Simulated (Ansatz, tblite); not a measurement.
Spin states of the cluster Ba₄S₄ (the lowest singlet isomer of a short search), each relaxed with r2SCAN-D4/def2-SVP in Ansatz. Electronic energies in the gas phase.

In the def2 sets Ba takes a core potential; there is no spin–orbit coupling. The xTB rows come from tblite. LC-ωPBE has ω = 0.4 bohr⁻¹. HSE06 is defined as in plane-wave codes, on full-range PBE exchange. The structure comes from a short search, and lower isomers may exist.

Singlet geometry (Td within 0.1 Å):

| atom | x (Å) | y (Å) | z (Å) |
| --- | --- | --- | --- |
| Ba1 | -1.0409 | -0.9727 | -2.1619 |
| Ba2 | -0.6952 | -1.4567 | 2.0245 |
| Ba3 | 2.5804 | 0.0069 | -0.2123 |
| Ba4 | -0.8443 | 2.4225 | 0.3497 |
| S5 | 0.8253 | -2.3700 | -0.3421 |
| S6 | 1.0185 | 0.9520 | 2.1146 |
| S7 | -2.5243 | -0.0073 | 0.2076 |
| S8 | 0.6804 | 1.4253 | -1.9801 |

Triplet geometry:

Cartesian coordinates in Å:
```
Ba 0.166 -2.407 0.738
Ba -2.686 0.875 0.694
Ba 2.382 1.313 1.035
Ba 0.146 0.163 -2.511
S -0.167 0.226 2.216
S -0.172 2.211 -0.289
S -1.905 -1.376 -1.071
S 2.236 -1.004 -0.810
```

Quintet geometry (D2 within 0.1 Å):

```xyz
8

Ba   -0.5051   -2.5185   -1.0123
Ba    0.4015    0.8765    2.5872
Ba    2.5644    0.7378   -0.7083
Ba   -2.4607    0.9042   -0.8666
S     1.4272   -1.5022    1.0454
S     0.0710    2.3175   -0.0961
S    -1.5858   -1.0075    1.3618
S     0.0877    0.1922   -2.3110
```

⟨S²⟩: triplet 2.01 at PBE0-D4/def2-TZVP (pure 2.00), quintet 6.02 at PBE0-D4/def2-TZVP (pure 6.00).

Only these spin states were relaxed.

| level | triplet − singlet (kcal/mol) | quintet − singlet (kcal/mol) | lowest of these |
| --- | --- | --- | --- |
| GFN1-xTB | 47.2 | 102.3 | singlet |
| GFN2-xTB | 25.2 | 68.5 | singlet |
| HF/def2-TZVP | 63.3 | 127.6 | singlet |
| PBE-D4/def2-TZVP | 63.0 | 132.2 | singlet |
| r2SCAN-D4/def2-TZVP | 68.4 | 139.5 | singlet |
| PBE0-D4/def2-TZVP | 69.0 | 140.1 | singlet |
| HSE06-D4/def2-TZVP | 67.6 | 139.4 | singlet |
| LC-ωPBE/def2-TZVP | 80.7 | 153.4 | singlet |

Change of the quintet − singlet gap on mixing in exact exchange, in kcal/mol: PBE to PBE0 (25 % exact exchange) 7.9.

The xTB methods have no spin-polarisation term.
